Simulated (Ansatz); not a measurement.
Input file for Ansatz (a program for electronic structure): R-CCSD(T)/cc-pVDZ on C3H9B (SMILES BC(C)C), a point of a torsion scan.

Ansatz 0.2 input:
```yaml
crystal:
  periodic: [false, false, false]
  atoms:
    - {symbol: B, position_ang: [-0.27831786, 1.55180447, 0.17315976]}
    - {symbol: C, position_ang: [0.01356704, 0.01399508, 0.37851583]}
    - {symbol: C, position_ang: [1.33598800, -0.27204427, -0.36323914]}
    - {symbol: C, position_ang: [0.15578835, -0.41832402, 1.84110632]}
    - {symbol: H, position_ang: [-0.90370367, 1.91549420, -0.74522384]}
    - {symbol: H, position_ang: [0.16771119, 2.33621835, 0.91618228]}
    - {symbol: H, position_ang: [-0.75223944, -0.61800690, -0.08422676]}
    - {symbol: H, position_ang: [1.59248758, -1.32652620, -0.27559416]}
    - {symbol: H, position_ang: [2.14655724, 0.31488880, 0.06349514]}
    - {symbol: H, position_ang: [1.25099145, -0.02364688, -1.41885553]}
    - {symbol: H, position_ang: [0.94337923, 0.14817478, 2.33276581]}
    - {symbol: H, position_ang: [0.40138203, -1.47752929, 1.90920753]}
    - {symbol: H, position_ang: [-0.77370596, -0.24846158, 2.38035143]}
basis:
  gaussian:
    orbitals: cc-pVDZ
magnetization: {spin_polarized: false}
correlation: {method: ccsd_t, electrons: outside_noble_gas}
scf: {lower_state_search: off}
```

The log:

```
WARN ansatz: RAYON_NUM_THREADS=1 ignored (pool sized by the plan → 1); use --threads N
Functional definition: HF
these checks for a lower state are left out or cut short: stability, starts, cluster_reference, orbital_swaps, neighbouring_geometries, increment
integrals: 0.12 GiB planned
910 factors; integrals over basis functions are off by at most 1.3e-3 eV
mean field: 0.20 GiB planned
mean field evaluation 1: about -3902.5833 eV, gradient 2.9e1 eV
mean field evaluation 2: about -3902.5839 eV, gradient 2.9e1 eV
mean field evaluation 4: about -3905.1452 eV, gradient 3.4e0 eV
mean field evaluation 8: about -3905.1840 eV, gradient 2.9e-2 eV
mean field -3905.18401724 eV, -143.5128656046 hartree, gradient 7.6e-7 eV, S^2 0.000000; 0 other end points of the search recorded, 0 dependent functions left out
4 core orbitals not correlated
reference -3905.18401724 eV, -143.5128656046 hartree; 12, 12 occupied and 85, 85 virtual orbitals, 910 factors
second order -14.18695832 eV of doubles, -0.00000000 eV of singles
coupled cluster: 0.41 GiB planned
cycle   1  -15.36682814 eV  change    -1.2e0 eV  update   7.8e-2
cycle   2  -15.81770640 eV  change   -4.5e-1 eV  update   2.3e-2
cycle   3  -15.86219056 eV  change   -4.4e-2 eV  update   7.2e-3
cycle   4  -15.86248271 eV  change   -2.9e-4 eV  update   2.2e-3
cycle   5  -15.86279519 eV  change   -3.1e-4 eV  update   8.6e-4
cycle   6  -15.86273088 eV  change    6.4e-5 eV  update   3.2e-4
cycle   7  -15.86263767 eV  change    9.3e-5 eV  update   1.2e-4
cycle   8  -15.86263018 eV  change    7.5e-6 eV  update   4.8e-5
cycle   9  -15.86261945 eV  change    1.1e-5 eV  update   1.6e-5
perturbative correction -0.44048518 eV, -0.0161875320 hartree
Total energy: -3921.48712187 eV, -144.1119936494 hartree
Checks for a lower state left out: stability, starts, cluster_reference, orbital_swaps, neighbouring_geometries, increment
```

The run converged.

Cost: about 6 core-seconds (a rough figure).
